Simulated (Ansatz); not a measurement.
Start from `C#[C][Na]` and change one atom or group to get `C#C[TeH]`.

Ansatz, PBE0-D4/def2-TZVP geometries, multiplicity 1. 

Elements past krypton have def2 core potentials.

```csv
property,`C#[C][Na]`
LUMO energy (PBE/def2-TZVPP) / eV,-1.98
zero-point energy (PBE0-D4/def2-TZVP) / kJ/mol,44.8
HOMO–LUMO gap (ωB97M-V/def2-TZVPP) / eV,7.30
"ideal-gas entropy at 298 K and 1 bar (rigid rotor, harmonic PBE0-D4/def2-TZVP) / J/(mol·K)",257
size of the dipole moment (B3LYP/def2-TZVPP) / D,7.48
HOMO–LUMO gap (B3LYP/def2-TZVPP) / eV,3.92
```

(1) Give the same properties after the change, and the shifts. (Estimate.)

Results:

(1) Computed: 
```csv
property,`C#C[TeH]`,shift
LUMO energy (PBE/def2-TZVPP) / eV,-1.87,0.11
zero-point energy (PBE0-D4/def2-TZVP) / kJ/mol,64.9,20.1
HOMO–LUMO gap (ωB97M-V/def2-TZVPP) / eV,9.38,2.08
"ideal-gas entropy at 298 K and 1 bar (rigid rotor, harmonic PBE0-D4/def2-TZVP) / J/(mol·K)",288,31
size of the dipole moment (B3LYP/def2-TZVPP) / D,0.40,-7.08
HOMO–LUMO gap (B3LYP/def2-TZVPP) / eV,4.97,1.05
```

With PBE0 the HOMO falls by 0.56 eV and the LUMO rises by 0.40 eV, so the gap widens by about 0.96 eV. PBE moves the HOMO by -0.63 eV and ωB97M-V by -0.33 eV. The zero-point energy changes by 20.1 kJ/mol with +2 modes. Dipoles are sizes alone; their direction can turn.

B3LYP here is the variant with VWN-RPA as its local correlation; programs differ in this.

Spin–orbit coupling is left out; it splits and shifts lone-pair levels of the heavy atoms by tenths of an eV.
